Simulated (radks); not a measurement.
These are the eigenvalues of the occupied orbitals of an atom or ion with whole-number occupations (Ry). All-electron calculation, Dirac Kohn-Sham, Slater X-alpha with alpha = 0.731, spin-unpolarised, spherical densities, finite nucleus; Fermi nuclear charge, rms radius of each element as measured or else 0.836 A^(1/3) + 0.57 fm. Program: a radial shooting solver on a logarithmic mesh with Libxc functionals.

1s1/2: -2629.940
2s1/2: -413.2610
2p1/2: -389.1746
2p3/2: -363.2372
3s1/2: -86.30729
3p1/2: -76.19174
3p3/2: -71.21494
3d3/2: -53.34266
3d5/2: -52.28275
4s1/2: -16.58637
4p1/2: -12.94445
4p3/2: -11.91954
4d3/2: -5.97635
4d5/2: -5.80576
5s1/2: -2.33187
5p1/2: -1.43441
5p3/2: -1.30880

Which element is it, and in what charge state? The configuration may be excited. Open shells, if any, fill j = l - 1/2 first.

Answer. Z = 55, caesium, charge +1: Cs+ in [Xe]. The list shows which subshells hold electrons but not how many an open one holds; the 1s level, -1315 hartree, gives Z - s = 51.3 by -(Z - s)^2/2, which with screening and relativity narrows Z to a few neighbours, and the depths of the outer levels then fix element, charge and occupations together.
